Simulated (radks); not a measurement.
The numbers below are computed, except where a source is named.
Species: Eu2+. Configuration: [Xe] 4f5 6s1 6p1 (not the ground configuration).

Level of theory: non-relativistic Kohn-Sham, PBE, spin-polarised, spherical densities, point nucleus; open shells are filled with parallel spins first (spin-orbit coupling, left out, can overturn this in heavy ions); relativity is left out, which matters for an element this heavy (a radial shooting solver on a logarithmic mesh with Libxc functionals).

Energy parts (hartree):
total: -10424.6024
kinetic: 10421.5171
electron-nucleus: -24658.5899
Hartree: 4044.0797
exchange-correlation: -231.6093

Orbitals (lengths in bohr, moments of r in powers of bohr; <r^-3> diverges for s and p1/2; r(max) is where P^2 peaks):
orbital  occ.  eigenvalue (hartree)   <1/r>   r(max)  <r^-3>
1s up       1             -1675.108   62.46  0.01597       -
1s down     1             -1675.107   62.46  0.01597       -
2s up       1             -266.7595   14.50  0.08753       -
2s down     1             -266.7566   14.50  0.08753       -
2p up       3             -253.6151   14.53  0.06816    8507
2p down     3             -253.6131   14.53  0.06816    8507
3s up       1             -59.60283   5.453   0.2443       -
3s down     1             -59.51176   5.459   0.2442       -
3p up       3             -53.77903   5.391   0.2315    1720
3p down     3             -53.69585   5.397   0.2314    1724
3d up       5             -42.92511   5.288   0.1852   292.9
3d down     5             -42.86485   5.293   0.1850   293.5
4s up       1             -12.75292   2.333   0.5576       -
4s down     1             -12.57759   2.331   0.5575       -
4p up       3             -10.48826   2.241   0.5634   381.8
4p down     3             -10.31349   2.239   0.5633   380.8
4d up       5              -6.45933   2.041   0.5714   55.05
4d down     5              -6.28596   2.038   0.5713   54.80
4f up       5              -1.55930   1.596   0.5644   8.640
4f down     0              -1.39780   1.575   0.5666   8.445
5s up       1              -2.46671  0.9460    1.270       -
5s down     1              -2.39062  0.9317    1.283       -
5p up       3              -1.81208  0.8521    1.370   60.60
5p down     3              -1.74898  0.8385    1.387   57.85
6s up       1              -0.67273  0.3832    3.070       -
6s down     0              -0.60571  0.3928    3.028       -
6p up       1              -0.51912  0.3366    3.465   9.601

The highest occupied level is 6p up at -14.126 eV. The configuration is held as typed, so some empty levels lie below it. The density falls to 0.001 e/bohr^3 at r = 4.84 bohr. The spin density at the nucleus is 12.80 e/bohr^3 (1s 0.02, 2s -0.26, 3s -3.79, 4s 0.97, 5s 3.14, 6s 12.72). Summed over all electrons, <r^2> = 61.50 bohr^2, which gives a Langevin (diamagnetic) susceptibility term of -48.7 x 10^-6 cm^3/mol.
